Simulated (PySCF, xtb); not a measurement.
Acid–base and redox partners of Cl[SiH2]Cl. Isolated molecules, 0 K electronic values unless said otherwise. Strings in code marks are SMILES.

Quantity: gas-phase deprotonation enthalpy at 298 K, in kcal/mol. Thermal and zero-point terms are GFN2-xTB rigid-rotor harmonic values (xtb). Levels without diffuse functions put anions too high.

Level 1: B3LYP/3-21G // B3LYP-D3(BJ)/def2-TZVPD (PySCF)
Level 2: B3LYP/6-31G* // B3LYP-D3(BJ)/def2-TZVPD (PySCF)
Level 3: PBE/6-31G* // B3LYP-D3(BJ)/def2-TZVPD (PySCF)
Level 4: HF/3-21G // B3LYP-D3(BJ)/def2-TZVPD (PySCF)

```
species                                level 1  level 2  level 3  level 4
-------------------------------------  -------  -------  -------  -------
proton removed from Si2: `Cl[SiH-]Cl`    323.3    348.9    346.4    317.2
```
